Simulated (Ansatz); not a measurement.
Ansatz (a first-principles code) input for Sb(OH)(TeH)2 (H3OSbTe2), SMILES [OH][Sb]([TeH])[TeH], PBE-D3(BJ)/def2-SVP. 

Ansatz 0.2 input:
```yaml
crystal:
  periodic: [false, false, false]
  atoms:
    - {symbol: Sb, position_ang: [-0.12782489, -0.22847320, 1.09437035]}
    - {symbol: O, position_ang: [-1.87694056, -1.13369596, 0.71527943]}
    - {symbol: H, position_ang: [-2.52362368, -0.45465403, 0.46427323]}
    - {symbol: Te, position_ang: [-0.69386311, 2.16633138, -0.27894976]}
    - {symbol: H, position_ang: [-0.76756006, 1.36802133, -1.73952676]}
    - {symbol: Te, position_ang: [1.12079698, -1.76019216, -0.87399044]}
    - {symbol: H, position_ang: [2.62521592, -1.31090662, -0.30697917]}
basis:
  gaussian:
    orbitals: def2-SVP
hamiltonian:
  xc: pbe
  dispersion: d3bj
relax: {f_tol: 0.002, max_steps: 200}
```

Program output:

```
WARN ansatz: RAYON_NUM_THREADS=1 ignored (pool sized by the plan → 1); use --threads N
Functional definition: PBE
integrals: 0.06 GiB planned
1273 factors; their error is unknown
mean field: 0.30 GiB planned
mean field evaluation 1: about -23210.2821 eV, gradient 5.8e1 eV
mean field evaluation 2: about -23057.7694 eV, gradient 2.0e2 eV
mean field evaluation 4: about -23213.2164 eV, gradient 2.9e1 eV
mean field evaluation 8: about -23216.8957 eV, gradient 4.3e-1 eV
mean field evaluation 16: about -23216.8855 eV, gradient 1.7e-3 eV
mean field -23216.88553271 eV, -853.2048063569 hartree, gradient 1.2e-5 eV, S^2 0.000000; 0 other end points of the search recorded, 0 dependent functions left out
the calculation of the forces begins
reference -23216.88556679 eV, -853.2048076093 hartree; 41, 41 occupied and 66, 66 virtual orbitals, 1273 factors
relax step   1: F+E_penalty+E_count = -23217.13667877 eV  Δ(F+E_penalty+E_count) = +0.000e0 eV  max|allowed force component| = 5.075e-1 eV/Å  Δτ_max = 0.0000 Å  (31 SCF iters, accepted)
these checks for a lower state are left out or cut short: starts, cluster_reference, orbital_swaps, neighbouring_geometries, increment
integrals: 0.06 GiB planned
1273 factors; their error is unknown
mean field: 0.30 GiB planned
mean field -23216.85024261 eV, -853.2035094697 hartree, gradient 1.9e-5 eV, S^2 0.000000; 0 other end points of the search recorded, 0 dependent functions left out
the calculation of the forces begins
reference -23216.85027733 eV, -853.2035107456 hartree; 41, 41 occupied and 66, 66 virtual orbitals, 1273 factors
relax step   2: F+E_penalty+E_count = -23217.09325263 eV  Δ(F+E_penalty+E_count) = +4.343e-2 eV  max|allowed force component| = 7.310e-1 eV/Å  Δτ_max = 0.0879 Å  (30 SCF iters, rejected (line search))
these checks for a lower state are left out or cut short: starts, cluster_reference, orbital_swaps, neighbouring_geometries, increment
integrals: 0.06 GiB planned
1273 factors; their error is unknown
mean field: 0.30 GiB planned
mean field evaluation 32: about -23216.9003 eV, gradient 5.2e-5 eV
mean field -23216.90025051 eV, -853.2053472260 hartree, gradient 2.2e-5 eV, S^2 0.000000; 0 other end points of the search recorded, 0 dependent functions left out
the calculation of the forces begins
reference -23216.90028481 eV, -853.2053484865 hartree; 41, 41 occupied and 66, 66 virtual orbitals, 1273 factors
relax step   3: F+E_penalty+E_count = -23217.14956713 eV  Δ(F+E_penalty+E_count) = -1.289e-2 eV  max|allowed force component| = 1.791e-1 eV/Å  Δτ_max = 0.0422 Å  (31 SCF iters, accepted)
these checks for a lower state are left out or cut short: starts, cluster_reference, orbital_swaps, neighbouring_geometries, increment
integrals: 0.06 GiB planned
1273 factors; their error is unknown
mean field: 0.30 GiB planned
mean field -23216.89140365 eV, -853.2050221101 hartree, gradient 1.4e-5 eV, S^2 0.000000; 0 other end points of the search recorded, 0 dependent functions left out
the calculation of the forces begins
reference -23216.89143775 eV, -853.2050233633 hartree; 41, 41 occupied and 66, 66 virtual orbitals, 1273 factors
relax step   4: F+E_penalty+E_count = -23217.14336676 eV  Δ(F+E_penalty+E_count) = +6.200e-3 eV  max|allowed force component| = 3.416e-1 eV/Å  Δτ_max = 0.0871 Å  (30 SCF iters, rejected (line search))
these checks for a lower state are left out or cut short: starts, cluster_reference, orbital_swaps, neighbouring_geometries, increment
integrals: 0.06 GiB planned
1273 factors; their error is unknown
mean field: 0.30 GiB planned
mean field -23216.90096496 eV, -853.2053734815 hartree, gradient 1.5e-5 eV, S^2 0.000000; 0 other end points of the search recorded, 0 dependent functions left out
the calculation of the forces begins
reference -23216.90099922 eV, -853.2053747405 hartree; 41, 41 occupied and 66, 66 virtual orbitals, 1273 factors
relax step   5: F+E_penalty+E_count = -23217.15083435 eV  Δ(F+E_penalty+E_count) = -1.267e-3 eV  max|allowed force component| = 8.513e-2 eV/Å  Δτ_max = 0.0230 Å  (30 SCF iters, accepted)
these checks for a lower state are left out or cut short: starts, cluster_reference, orbital_swaps, neighbouring_geometries, increment
integrals: 0.06 GiB planned
1273 factors; their error is unknown
mean field: 0.30 GiB planned
mean field -23216.90037467 eV, -853.2053517889 hartree, gradient 1.1e-5 eV, S^2 0.000000; 0 other end points of the search recorded, 0 dependent functions left out
the calculation of the forces begins
reference -23216.90040882 eV, -853.2053530439 hartree; 41, 41 occupied and 66, 66 virtual orbitals, 1273 factors
[...]
integrals: 0.06 GiB planned
1273 factors; their error is unknown
mean field: 0.30 GiB planned
mean field evaluation 160: about -23216.9146 eV, gradient 1.6e-1 eV
mean field -23216.90291203 eV, -853.2054450349 hartree, gradient 1.5e-5 eV, S^2 0.000000; 0 other end points of the search recorded, 0 dependent functions left out
the calculation of the forces begins
reference -23216.90294653 eV, -853.2054463031 hartree; 41, 41 occupied and 66, 66 virtual orbitals, 1273 factors
relax step  22: F+E_penalty+E_count = -23217.15477914 eV  Δ(F+E_penalty+E_count) = -3.371e-6 eV  max|allowed force component| = 3.136e-3 eV/Å  Δτ_max = 0.0059 Å  (25 SCF iters, accepted)
these checks for a lower state are left out or cut short: starts, cluster_reference, orbital_swaps, neighbouring_geometries, increment
integrals: 0.06 GiB planned
1273 factors; their error is unknown
mean field: 0.30 GiB planned
mean field -23216.90288608 eV, -853.2054440815 hartree, gradient 1.8e-5 eV, S^2 0.000000; 0 other end points of the search recorded, 0 dependent functions left out
the calculation of the forces begins
reference -23216.90292059 eV, -853.2054453495 hartree; 41, 41 occupied and 66, 66 virtual orbitals, 1273 factors
relax step  23: F+E_penalty+E_count = -23217.15478074 eV  Δ(F+E_penalty+E_count) = -1.608e-6 eV  max|allowed force component| = 2.745e-3 eV/Å  Δτ_max = 0.0025 Å  (24 SCF iters, accepted)
these checks for a lower state are left out or cut short: starts, cluster_reference, orbital_swaps, neighbouring_geometries, increment
integrals: 0.06 GiB planned
1273 factors; their error is unknown
mean field: 0.30 GiB planned
mean field -23216.90288290 eV, -853.2054439646 hartree, gradient 7.4e-5 eV, S^2 0.000000; 0 other end points of the search recorded, 0 dependent functions left out
the calculation of the forces begins
reference -23216.90291740 eV, -853.2054452326 hartree; 41, 41 occupied and 66, 66 virtual orbitals, 1273 factors
relax step  24: F+E_penalty+E_count = -23217.15478204 eV  Δ(F+E_penalty+E_count) = -1.291e-6 eV  max|allowed force component| = 3.225e-3 eV/Å  Δτ_max = 0.0017 Å  (21 SCF iters, accepted)
these checks for a lower state are left out or cut short: starts, cluster_reference, orbital_swaps, neighbouring_geometries, increment
integrals: 0.06 GiB planned
1273 factors; their error is unknown
mean field: 0.30 GiB planned
mean field -23216.90289129 eV, -853.2054442729 hartree, gradient 2.5e-5 eV, S^2 0.000000; 0 other end points of the search recorded, 0 dependent functions left out
the calculation of the forces begins
reference -23216.90292578 eV, -853.2054455405 hartree; 41, 41 occupied and 66, 66 virtual orbitals, 1273 factors
relax step  25: F+E_penalty+E_count = -23217.15478567 eV  Δ(F+E_penalty+E_count) = -3.636e-6 eV  max|allowed force component| = 4.538e-3 eV/Å  Δτ_max = 0.0062 Å  (24 SCF iters, accepted)
these checks for a lower state are left out or cut short: starts, cluster_reference, orbital_swaps, neighbouring_geometries, increment
integrals: 0.06 GiB planned
1273 factors; their error is unknown
mean field: 0.30 GiB planned
mean field -23216.90287964 eV, -853.2054438447 hartree, gradient 1.0e-5 eV, S^2 0.000000; 0 other end points of the search recorded, 0 dependent functions left out
the calculation of the forces begins
reference -23216.90291412 eV, -853.2054451118 hartree; 41, 41 occupied and 66, 66 virtual orbitals, 1273 factors
relax step  26: F+E_penalty+E_count = -23217.15478866 eV  Δ(F+E_penalty+E_count) = -2.993e-6 eV  max|allowed force component| = 5.786e-3 eV/Å  Δτ_max = 0.0067 Å  (24 SCF iters, accepted)
these checks for a lower state are left out or cut short: starts, cluster_reference, orbital_swaps, neighbouring_geometries, increment
integrals: 0.06 GiB planned
1273 factors; their error is unknown
mean field: 0.30 GiB planned
mean field evaluation 192: about -23216.9028 eV, gradient 2.6e-5 eV
mean field -23216.90281988 eV, -853.2054416485 hartree, gradient 2.6e-5 eV, S^2 0.000000; 0 other end points of the search recorded, 0 dependent functions left out
the calculation of the forces begins
reference -23216.90285434 eV, -853.2054429149 hartree; 41, 41 occupied and 66, 66 virtual orbitals, 1273 factors
relax step  27: F+E_penalty+E_count = -23217.15479067 eV  Δ(F+E_penalty+E_count) = -2.006e-6 eV  max|allowed force component| = 6.052e-3 eV/Å  Δτ_max = 0.0073 Å  (23 SCF iters, accepted)
these checks for a lower state are left out or cut short: starts, cluster_reference, orbital_swaps, neighbouring_geometries, increment
integrals: 0.06 GiB planned
1273 factors; their error is unknown
mean field: 0.30 GiB planned
mean field -23216.90283892 eV, -853.2054423482 hartree, gradient 8.6e-5 eV, S^2 0.000000; 0 other end points of the search recorded, 0 dependent functions left out
the calculation of the forces begins
reference -23216.90287338 eV, -853.2054436147 hartree; 41, 41 occupied and 66, 66 virtual orbitals, 1273 factors
relax step  28: F+E_penalty+E_count = -23217.15479273 eV  Δ(F+E_penalty+E_count) = -2.055e-6 eV  max|allowed force component| = 3.200e-3 eV/Å  Δτ_max = 0.0014 Å  (20 SCF iters, accepted)
these checks for a lower state are left out or cut short: starts, cluster_reference, orbital_swaps, neighbouring_geometries, increment
integrals: 0.06 GiB planned
1273 factors; their error is unknown
mean field: 0.30 GiB planned
mean field -23216.90284266 eV, -853.2054424856 hartree, gradient 7.0e-5 eV, S^2 0.000000; 0 other end points of the search recorded, 0 dependent functions left out
the calculation of the forces begins
reference -23216.90287712 eV, -853.2054437522 hartree; 41, 41 occupied and 66, 66 virtual orbitals, 1273 factors
relax step  29: F+E_penalty+E_count = -23217.15479355 eV  Δ(F+E_penalty+E_count) = -8.198e-7 eV  max|allowed force component| = 2.068e-3 eV/Å  Δτ_max = 0.0017 Å  (21 SCF iters, accepted)
these checks for a lower state are left out or cut short: starts, cluster_reference, orbital_swaps, neighbouring_geometries, increment
integrals: 0.06 GiB planned
1273 factors; their error is unknown
mean field: 0.30 GiB planned
mean field -23216.90283028 eV, -853.2054420308 hartree, gradient 7.7e-5 eV, S^2 0.000000; 0 other end points of the search recorded, 0 dependent functions left out
the calculation of the forces begins
reference -23216.90286474 eV, -853.2054432972 hartree; 41, 41 occupied and 66, 66 virtual orbitals, 1273 factors
relax step  30: F+E_penalty+E_count = -23217.15479391 eV  Δ(F+E_penalty+E_count) = -3.639e-7 eV  max|allowed force component| = 1.456e-3 eV/Å  Δτ_max = 0.0016 Å  (20 SCF iters, accepted)
integrals: 0.06 GiB planned
1273 factors; their error is unknown
mean field: 0.30 GiB planned
mean field evaluation 224: about -23216.9028 eV, gradient 5.3e-4 eV
mean field -23216.90283028 eV, -853.2054420308 hartree, gradient 7.7e-5 eV, S^2 0.000000; 1 other end points of the search recorded, 0 dependent functions left out
the calculation of the forces begins
reference -23216.90286474 eV, -853.2054432972 hartree; 41, 41 occupied and 66, 66 virtual orbitals, 1273 factors
Total energy: -23217.15482837 eV, -853.2147027899 hartree
Atom 0 at    -0.154733    -0.238580     1.142454 Å, force    -0.001215    -0.000397    -0.000012 eV/Å
Atom 1 at    -1.965870    -1.115751     0.938356 Å, force     0.000649     0.001456    -0.000662 eV/Å
Atom 2 at    -2.498723    -0.530343     0.359946 Å, force     0.000346    -0.001013     0.000745 eV/Å
Atom 3 at    -0.775146     2.131259    -0.287814 Å, force     0.000222    -0.000190    -0.000361 eV/Å
Atom 4 at    -0.489009     1.356552    -1.751508 Å, force    -0.000087     0.000251     0.000387 eV/Å
Atom 5 at     1.059653    -1.743426    -0.910821 Å, force     0.000451     0.000054     0.000071 eV/Å
Atom 6 at     2.580029    -1.213282    -0.416136 Å, force    -0.000366    -0.000161    -0.000167 eV/Å
Dipole moment:     0.120769     0.199694     0.061044 e Å
```

The calculation finished and met its thresholds.

Cost: about 70 core-seconds (a rough figure).
